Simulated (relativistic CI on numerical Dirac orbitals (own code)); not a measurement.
In29+: q coefficients and field-shift factors

These numbers are calculated, not measured: Dirac-Coulomb-Breit CI, orbitals from a KLI potential per configuration, derivatives by finite differences, unscaled Slater integrals, QED left out (own radial code, finite nucleus).

Configurations in the expansion (outside the closed core [Ne]): 3s²3p⁶3d², 3s²3p⁵3d³, 3s3p⁶3d³, 3s²3p⁶3d4s, 3s²3p⁶3d4p, 3s²3p⁶4s². Double excitations out of closed p, d and f shells are left out; levels of such configurations are missing from the list, as are those of other unlisted configurations, and high levels can miss mixing partners.

With x = (α/α₀)² − 1 an excitation energy changes as ω = ω₀ + qx; K = 2q/ω₀ is the relative enhancement. Terms are leading LS components, so labels can repeat. The field-shift factor is F = δν/δ⟨r²⟩ for the transition from the lowest level.

Lowest level 3s²3p⁶3d² ³F2.

| Level | ω₀ (cm⁻¹) | q (cm⁻¹) | F (GHz/fm²) |
| --- | --- | --- | --- |
| 3s²3p⁶3d² ³F3 | 67466 | 75520 | 0.578 |
| 3s²3p⁶3d² ³P0 | 93675 | 16670 | 0.0392 |
| 3s²3p⁶3d² ³F4 | 113902 | 101600 | 0.796 |
| 3s²3p⁶3d² ¹D2 | 120381 | 72740 | 0.438 |
| 3s²3p⁶3d² ³P1 | 137043 | 77910 | 0.419 |
| 3s²3p⁶3d² ¹G4 | 192556 | 128000 | 1.03 |
| 3s²3p⁶3d² ³P2 | 208757 | 155400 | 1.04 |
| 3s²3p⁶3d² ¹S0 | 348430 | 139100 | 1.48 |
| 3s²3p⁵3d³ ⁵F°2 | 1222304 | 57140 | 2.88 |
| 3s²3p⁵3d³ ⁵D°1 | 1227065 | 63770 | 2.79 |
| 3s²3p⁵3d³ ⁵D°0 | 1242193 | 78090 | 2.84 |
| 3s²3p⁵3d³ ⁵F°3 | 1249152 | 100500 | 3.28 |
| 3s²3p⁵3d³ ⁵F°4 | 1277410 | 129200 | 3.56 |
| 3s²3p⁵3d³ ⁵S°2 | 1283879 | 127500 | 3.19 |
| 3s²3p⁵3d³ ⁵D°3 | 1295212 | 78130 | 2.92 |
| 3s²3p⁵3d³ ³F°2 | 1302225 | 121000 | 3.15 |
| 3s²3p⁵3d³ ⁵G°5 | 1308541 | 140300 | 3.67 |
| 3s²3p⁵3d³ ⁵D°1 | 1308889 | 130600 | 2.81 |
| 3s²3p⁵3d³ ⁵D°4 | 1322117 | 141100 | 3.39 |
| 3s²3p⁵3d³ ³G°3 | 1330584 | 109500 | 3.35 |
| 3s²3p⁵3d³ ⁵G°6 | 1337363 | 131500 | 3.68 |
| 3s²3p⁵3d³ ³G°4 | 1356919 | 130300 | 3.47 |
| 3s²3p⁵3d³ ³D°2 | 1375661 | 140000 | 3.54 |

At this charge energies of transitions that change n are usually good to better than 1 %, and those within a shell (Δn = 0) to a few per cent. Terms inside the open d or f shell come out 10 to 20 % too wide with unscaled integrals.

Task: Which transition from the lowest level has the largest |K|?

Result: 3s²3p⁶3d² ³F3 at 67466 cm⁻¹, K = 2.24.
